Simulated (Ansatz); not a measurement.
TeO2F2⁺. Charge 1, multiplicity 2. Geometry B3LYP-D4/def2-SVP, that of the neutral singlet; atoms count from 1.

```
atom    x (Å)    y (Å)    z (Å)
 Te1   0.1804  -0.1335   0.0438
  O2   1.3143  -0.3431  -1.3450
  O3   0.2308  -0.8011   1.7202
  F4  -1.5786  -0.4650  -0.6275
  F5  -0.1469   1.7428   0.2084
```

In the def2 sets Te takes a core potential; there is no spin–orbit coupling. The charge 1 doublet is spin-contaminated (final ⟨S²⟩ up to 0.83, 0.75 for a pure state).

(1) Estimate the Mulliken populations from the PBE0/def2-TZVP orbitals of Ansatz.

(2) Where does the spin sit?

(3) And the Mayer bond orders between bonded heavy atoms (over 0.3)?

## Answers

(1) 
```json
{"atom": "Te1", "charge (e)": "1.71", "spin (α − β)": "-0.16"}
{"atom": "O2", "charge (e)": "-0.14", "spin (α − β)": "0.58"}
{"atom": "O3", "charge (e)": "-0.14", "spin (α − β)": "0.58"}
{"atom": "F4", "charge (e)": "-0.21", "spin (α − β)": "0.00"}
{"atom": "F5", "charge (e)": "-0.21", "spin (α − β)": "0.00"}
```
Mulliken values and Mayer orders depend strongly on the basis.

(2) Summed by element: Te -0.16, O 1.16, F 0.00, of 1 unpaired in all. Largest on single atoms: O2 0.58, O3 0.58, Te1 -0.16.

(3) Te1–O2 1.50 (1.81 Å); Te1–O3 1.50 (1.81 Å); Te1–F4 1.02 (1.91 Å); Te1–F5 1.02 (1.91 Å). Values over 0.3 also appear between atoms too far apart for a bond (O2–O3 0.31 at 3.28 Å); they arise where an orbital or an unpaired electron spreads over both atoms.
